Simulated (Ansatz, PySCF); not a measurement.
This Ansatz (a first-principles code) input computes a CAM-B3LYP/def2-TZVPD energy:

Ansatz 0.2 input:
```yaml
crystal:
  periodic: [false, false, false]
  atoms:
    - {symbol: Pb, position_ang: [-0.00299730, -0.01351569, 1.01492279]}
    - {symbol: I, position_ang: [1.12026332, -1.87604752, -0.80694989]}
    - {symbol: I, position_ang: [-1.11562599, 1.89695858, -0.76330802]}
basis:
  gaussian:
    orbitals: def2-TZVPD
hamiltonian:
  xc: {name: CAM-B3LYP}
output: {forces: true}
```

Write an input for the same energy in PySCF and say what it gives.


```python
from pyscf import gto, scf, dft

mol = gto.M(
    atom='''
    Pb   -0.00299730   -0.01351569    1.01492279
    I     1.12026332   -1.87604752   -0.80694989
    I    -1.11562599    1.89695858   -0.76330802
    ''',
    basis='def2-tzvpd',
    ecp='def2-tzvp',
    charge=0,
    spin=0,
    verbose=4,
)

mf = dft.RKS(mol, xc='camb3lyp').density_fit(auxbasis='def2-universal-jkfit')
mf.grids.level = 3
mf.conv_tol = 1e-9
mf.max_cycle = 100
mf.max_memory = 1500
mf.kernel()
if not mf.converged:
    mf = mf.newton()
    mf.kernel(mf.make_rdm1())
mf.analyze()
```
It gives -788.38765 Eh, and Ansatz -788.38767 Eh, a difference of 0.02 mEh, from the treatment of integrals and grids.
